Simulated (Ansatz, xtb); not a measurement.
**Relative energy of two isomers of C2H7BO**

Structure I: `CB(C)O`, a singlet. Structure II: `CCBO`, a singlet. Both are isolated molecules in the gas phase, relaxed with PBE0-D3(BJ)/def2-SVP; the shapes shown needn't be the lowest conformers.

I (Å):

```yaml
atoms:
  - { symbol: C, position_ang: [0.3575, -0.9901, 1.1507] }
  - { symbol: C, position_ang: [-0.9580, 0.4658, -0.7855] }
  - { symbol: B, position_ang: [0.3721, -0.0717, -0.1367] }
  - { symbol: O, position_ang: [1.5396, 0.2871, -0.7368] }
  - { symbol: H, position_ang: [1.3312, -1.4350, 1.4130] }
  - { symbol: H, position_ang: [-0.3765, -1.8059, 1.0475] }
  - { symbol: H, position_ang: [0.0203, -0.3928, 2.0162] }
  - { symbol: H, position_ang: [-0.7806, 1.2622, -1.5224] }
  - { symbol: H, position_ang: [-1.4640, -0.3670, -1.3060] }
  - { symbol: H, position_ang: [-1.6724, 0.8260, -0.0280] }
  - { symbol: H, position_ang: [2.3097, -0.0954, -0.3038] }
```

II (Å):

| atom | x (Å) | y (Å) | z (Å) |
| --- | --- | --- | --- |
| C | 0.0413 | -1.1849 | 1.0673 |
| C | 0.5201 | -0.6927 | -0.2918 |
| B | -0.0024 | 0.7083 | -0.7603 |
| O | -0.8383 | 1.4126 | 0.0382 |
| H | -1.0563 | -1.2636 | 1.1001 |
| H | 0.4536 | -2.1741 | 1.3202 |
| H | 0.3307 | -0.4887 | 1.8695 |
| H | 1.6260 | -0.6523 | -0.3357 |
| H | 0.2623 | -1.4138 | -1.0919 |
| H | 0.3309 | 1.1785 | -1.8348 |
| H | -1.0988 | 2.2568 | -0.3420 |

Energies in hartree; the thermal terms are from PBE0-D3(BJ)/def2-SVP harmonic frequencies (ideal gas, rigid rotor, one conformer each, 298.15 K, 1 atm) and include the zero-point energy:

|  | I | II |
| --- | --- | --- |
| E, CCSD(T)/def2-SVP | −179.925091 | −179.906337 |
| E, MP2/def2-SVP | −179.863283 | −179.843863 |
| E, MP2/def2-TZVPP | −180.204698 | −180.183320 |
| zero-point energy | 0.092409 | 0.093299 |
| H(298 K) − E | 0.099421 | 0.099758 |
| G(298 K) − E | 0.063469 | 0.065343 |

Task: Correct the CCSD(T) difference for the basis set by the MP2 change, then work out ΔE, ΔE₀, ΔH and ΔG for I → II in kJ/mol (1 Eh = 2625.50 kJ/mol) and the equilibrium ratio [II]/[I].

Result: 1. Differences II − I: CCSD(T) +0.018754, MP2 in the small set +0.019420, MP2 in the large set +0.021378 Eh.
2. ΔE = +0.018754 + (+0.021378 − (+0.019420)) = +0.020712 Eh = +54.38 kJ/mol.
3. ΔE₀ = ΔE + ΔZPE = +0.020712 + (+0.000890) Eh = +56.72 kJ/mol.
4. ΔH = ΔE + (+0.000337) Eh = +55.26 kJ/mol.
5. ΔG = ΔE + (+0.001874) Eh = +59.30 kJ/mol, so ΔS = (ΔH − ΔG)/T = −13.5 J/(mol K).
6. kT = 0.9442 mEh, so K = [II]/[I] = exp(−ΔG/kT) = exp(−23.92) ≈ 4.1 × 10^−11.

Structure I is favoured at this temperature. An error of 4 kJ/mol in ΔG would change K by a factor of 5. GFN2-xTB found them nearly level. Mirror images and further conformers aren't counted.

As drawn, II has 1 C–C, 1 B–H in place of 1 C–B, 1 C–H.

Other levels gave ΔE = +1.2 (GFN2-xTB); +48.3 (HF/STO-3G, GFN2-xTB geometries); +59.0 (r2SCAN-D4/def2-SVP, GFN2-xTB geometries); +55.2 (PBE0-D3(BJ)/def2-SVP); +51.1 (HF/def2-SVP); +51.0 (MP2/def2-SVP); +49.2 (CCSD(T)/def2-SVP) kJ/mol. The correlated steps freeze 4 core orbitals. Programs: Ansatz 0.2.0, xtb 6.7.1.
